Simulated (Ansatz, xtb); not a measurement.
System: C4H4N, net charge -1, singlet state. It need not be the lowest isomer of its formula. Whether it binds its extra electron was not tested at this geometry. SMILES: C(CC#N)=[CH-]
Structure (B3LYP-D3(BJ)/def2-TZVP (Ansatz, a program for electronic structure) minimum search):
```xyz
9

C     -2.3542     0.0761    -0.0737
C     -1.1385     0.1853     0.4786
C      0.1016    -0.6976     0.1850
C      1.3004     0.0520    -0.1856
N      2.2237     0.6872    -0.4664
H     -2.3393    -0.7409    -0.8354
H     -0.9116     0.9305     1.2508
H     -0.1445    -1.3812    -0.6313
H      0.3733    -1.3133     1.0544
```
Charge -1, spin multiplicity 1.

Harmonic wavenumbers from GFN2-xTB (xtb, at its own minimum), cm⁻¹: 75, 181, 369, 388, 453, 607, 715, 851, 1011, 1029, 1056, 1083, 1191, 1295, 1434, 1586, 2293, 2600, 2865, 2899, 2926.

Problem. Give the harmonic wavenumbers at B3LYP-D3(BJ)/def2-TZVP (Ansatz, finite differences of forces, unscaled).

Solution. 91, 199, 386, 439, 508, 641, 864, 913, 924, 1019, 1103, 1198, 1241, 1324, 1446, 1520, 2295, 2783, 2959, 2980, 3053 cm⁻¹. Zero-point energy 39.9 kcal/mol.

Problem. From these and the geometry, give the ideal-gas thermochemistry at 298.15 K and 1 atm (rigid rotor, harmonic oscillator).

Solution. Point group C1, rotational symmetry number 1. Rotational constants 20.92, 2.657, 2.54 GHz. S(trans) 38.48, S(rot) 25.24, S(vib) 9.34, S(elec, spin only) 0.00, S 73.1 cal/(mol K). H(298) - H(0) 3.96 kcal/mol; G - E(el) 22.0 kcal/mol.
